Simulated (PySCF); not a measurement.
Predicted spectroscopic data

Theoretical values (PySCF 2.14.0 with density-fitted response routines): σ from GIAO-PBE0/pcSseg-1, coordinates at the GFN2-xTB level. Isolated molecule, relativity neglected, one conformer, rapidly exchanging positions averaged.

References, each an isolated molecule treated in the same way: ¹H, ¹³C vs TMS. Where no couplings were computed, multiplicities follow the n + 1 count of equivalent neighbours, and m marks all less simple cases (inequivalent or close neighbours, rings, F or P nearby). Shifts are as computed. Against solution values, carbons near 30 ppm lie about +3 ppm off and those near 130 ppm about +5 ppm; carbons on Cl a further +6 ppm. Of 1211 compounds with measured shifts, 218 miss one by over three times the rms of a fit or turn the order of signals round; such compounds aren't used in these exercises. Carbons bonded to Cl come out too deshielded.

Compound 1 (C$_{5}$H$_{6}$Cl$_{2}$O$_{2}$). ¹H NMR (500 MHz, computed): δ 4.78 (m, 1H), 4.52 (m, 1H), 4.21 (m, 1H), 4.19 (m, 1H), 3.34 (m, 1H), 2.91 (m, 1H). ¹³C{¹H} NMR (computed): δ 167.2, 74.0, 66.9, 62.1, 39.7. Structure: `O=C1C[C@@H](Cl)[C@@H](Cl)CO1`.

Compound 2 (C$_{5}$H$_{6}$Cl$_{2}$O$_{2}$). ¹H NMR (500 MHz, computed): δ 7.24 (m, 1H), 7.21 (m, 1H), 7.02 (s, 1H), 4.06 (s, 3H). ¹³C{¹H} NMR (computed): δ 170.8 (C), 153.0 (C), 144.1 (CH2), 78.2 (CH), 54.8 (CH3). Structure: `InChI=1S/C5H6Cl2O2/c1-3(4(6)7)5(8)9-2/h4H,1H2,2H3`.
